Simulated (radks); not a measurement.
Lu12+, configuration [Kr] 4d10 4f11 5s2. All-electron calculation, Dirac Kohn-Sham, PBEsol, spin-unpolarised, spherical densities, point nucleus; open shells are shared between the two j in proportion to 2j + 1. Program: a radial shooting solver on a logarithmic mesh with Libxc functionals.

Radial electron density D(r) = 4 pi r^2 rho(r):

r (bohr),D(r) (e/bohr)
0.002346,23.23
0.002688,27.92
0.003079,33.32
0.0035,39.07
0.004009,45.85
0.004593,53.26
0.005221,60.66
0.005981,68.74
0.006853,76.74
0.007851,84.23
0.008923,90.37
0.01022,95.44
0.01171,98.59
0.01331,99.55
0.01525,98.46
0.01747,95.64
0.01986,92.21
0.02275,89.01
0.02607,87.78
0.02986,89.86
0.03394,95.41
0.03889,104.6
0.04455,115.2
0.05063,123.8
0.05801,128.3
0.06646,126.2
0.07554,118.7
0.08654,108.2
0.09915,100.3
0.1136,99.27
0.1291,104.9
0.1479,113.2
0.1695,116.2
0.1926,109.0
0.2207,91.68
0.2528,71.79
0.2873,59.23
0.3292,56.74
0.3771,61.97
0.4321,66.63
0.4911,64.60
0.5626,54.85
0.6446,41.06
0.7326,28.56
0.8394,18.22
0.9616,11.14
1.093,6.684
1.252,3.530
1.435,1.595
1.644,0.5842
1.868,0.1795
2.14,0.03804
2.452,0.005660
2.787,0.0006530

D(r) has 4 maxima, at r = 0.0133, 0.0594, 0.165, 0.446 bohr, and minima at 0.0259, 0.108, 0.316 bohr, inside which lie 2.02, 11.19, 29.79 electrons.
